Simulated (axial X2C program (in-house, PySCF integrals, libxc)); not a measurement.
## CsS⁺: from Re and ωe to a spectrum

A bond curve at the CCSD(T) level, with spin–orbit coupling, was computed with an axial X2C code built on PySCF integrals (basis Cs dyall-cv3z [15s15p9d4f1g], S dyall-av3z [9s8p3d2f] (cores contracted in-house)) for the state Ω = 1 (⟨Sz⟩ = 1.00, ⟨Lz⟩ = 0.00 at HF). Its fit gives Re = 3.7568 Å, ωe = 77.4 cm⁻¹, ωexe = 1 cm⁻¹ and αe = 6.064e-04 cm⁻¹; the masses are 132.9054 and 31.9721 u. Two-component means X2C with spin–orbit coupling and atomic mean-field Coulomb and Gaunt terms.

Correlated methods: 14 electrons correlated (number of frozen shells: Cs 4 s, 3 p, 2 d; S 2 s, 1 p), 296 virtual spin orbitals or spinors in MP2, 90 natural virtuals in coupled cluster.

(1) Find the reduced mass, Be and the force constant.

(2) Estimate De from a Morse curve and compare with the computed well depth of 0.205 eV to Cs+ + S.

(3) Where do the fundamental and the first overtone lie?

(4) A Morse curve ties αe to the other constants (Pekeris). How well does that hold?

(5) Estimate the centrifugal constant by the Kratzer relation.

The state is one determinant whose occupation by symmetry is held fixed; it was picked as the lowest of a PBE0 search that is not exhaustive. Dissociation energies refer to the lowest single-determinant-based atoms at the same level and basis. CCSD and (T) use frozen natural virtuals with an MP2 correction for the truncation; (T) itself is uncorrected, so its De runs slightly low. PBE0 can misorder states that lie within some tenths of an eV, so this need not be the ground state of the molecule. The nearest other 2c determinant of the search, Ω = 2, lies 0.30 eV up at the distance of the search. With several unpaired electrons one determinant need not be a pure state. Open-shell Ω = 0 determinants with evenly filled partner blocks cannot be reached by this program, so the Ω shown need not be the lowest component. This is the Ω = 1 component of a π² triplet; the 0⁺ component is not one determinant and can lie lowest. The bond is weak, and without diffuse functions and with truncated virtuals even CCSD(T) can be tens of per cent off in De.

## Answers

(1) From the CCSD(T) values: μ = 25.7723 u. Be = 16.8576/(μ Re²) = 0.04635 cm⁻¹. k = 5.8918×10⁻⁷ μ ωe² = 0.091 mdyn/Å.

(2) De(Morse) = ωe²/(4ωexe) = 0.186 eV against 0.205 eV computed, a ratio of 0.91. For De the Morse form works well here.

(3) ν(1←0) = ωe − 2ωexe = 75.4 cm⁻¹; ν(2←0) = 2ωe − 6ωexe = 148.8 cm⁻¹.

(4) αe(Morse) = 6Be²/ωe × (√(ωexe/Be) − 1) = 6.069e-04 cm⁻¹; the CCSD(T) curve gives 6.064e-04 cm⁻¹, a ratio of 1.00.

(5) D = 4Be³/ωe² = 6.65e-08 cm⁻¹.
